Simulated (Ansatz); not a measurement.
Breaking the Se1–F2 bond in FHOSe (SMILES O[Se]F) (multiplicity 1 held, fragments rigid). Energies count from the point at 1.771 Å.
Geometry at that point (charge 0, multiplicity 1):
```xyz
4

Se     0.086     0.008     0.395
F     -0.012     1.337    -0.772
O     -0.207    -1.354    -0.708
H     -1.162    -1.466    -0.813
```

Signs of static correlation in cc-pVTZ, from Ansatz (an electronic-structure program) runs.

```json
[
 {"R (Å)": "1.417", "T1 of restricted CCSD": "0.012", "⟨S²⟩ of UHF": "0.000", "largest double amplitude of restricted CCSD": "0.042"},
 {"R (Å)": "1.594", "T1 of restricted CCSD": "0.014", "⟨S²⟩ of UHF": "0.000", "largest double amplitude of restricted CCSD": "0.044"},
 {"R (Å)": "1.771", "T1 of restricted CCSD": "0.015", "⟨S²⟩ of UHF": "0.000", "largest double amplitude of restricted CCSD": "0.043"},
 {"R (Å)": "1.948", "T1 of restricted CCSD": "0.018", "⟨S²⟩ of UHF": "0.000", "largest double amplitude of restricted CCSD": "0.060"},
 {"R (Å)": "2.125", "T1 of restricted CCSD": "0.021", "⟨S²⟩ of UHF": "0.327", "largest double amplitude of restricted CCSD": "0.100"},
 {"R (Å)": "2.391", "T1 of restricted CCSD": "[?]", "⟨S²⟩ of UHF": "[?]", "largest double amplitude of restricted CCSD": "0.163"},
 {"R (Å)": "2.656", "T1 of restricted CCSD": "0.042", "⟨S²⟩ of UHF": "0.938", "largest double amplitude of restricted CCSD": "0.206"},
 {"R (Å)": "3.099", "T1 of restricted CCSD": "0.075", "⟨S²⟩ of UHF": "0.999", "largest double amplitude of restricted CCSD": "0.409"},
 {"R (Å)": "3.542", "T1 of restricted CCSD": "0.110", "⟨S²⟩ of UHF": "1.013", "largest double amplitude of restricted CCSD": "0.644"},
 {"R (Å)": "4.073", "T1 of restricted CCSD": "0.134", "⟨S²⟩ of UHF": "1.017", "largest double amplitude of restricted CCSD": "0.872"},
 {"R (Å)": "4.781", "T1 of restricted CCSD": "0.141", "⟨S²⟩ of UHF": "1.017", "largest double amplitude of restricted CCSD": "1.000"},
 {"R (Å)": "5.667", "T1 of restricted CCSD": "0.137", "⟨S²⟩ of UHF": "1.017", "largest double amplitude of restricted CCSD": "1.027"}
]
```

### Question
What belongs in the gaps?

### Answer

- 2.391, T1 of restricted CCSD: 0.029
- 2.391, ⟨S²⟩ of UHF: 0.809

Doubts at one or more of the structures used: a restricted determinant that unrestricted orbitals would lower (R-CCSD(T)/cc-pVTZ); other coupled-cluster roots lie near (R-CCSD(T)/cc-pVTZ); T1 above 0.05 (R-CCSD(T)/cc-pVTZ, U-CCSD(T)/cc-pVTZ); a spin-contaminated determinant (U-CCSD(T)/cc-pVTZ).
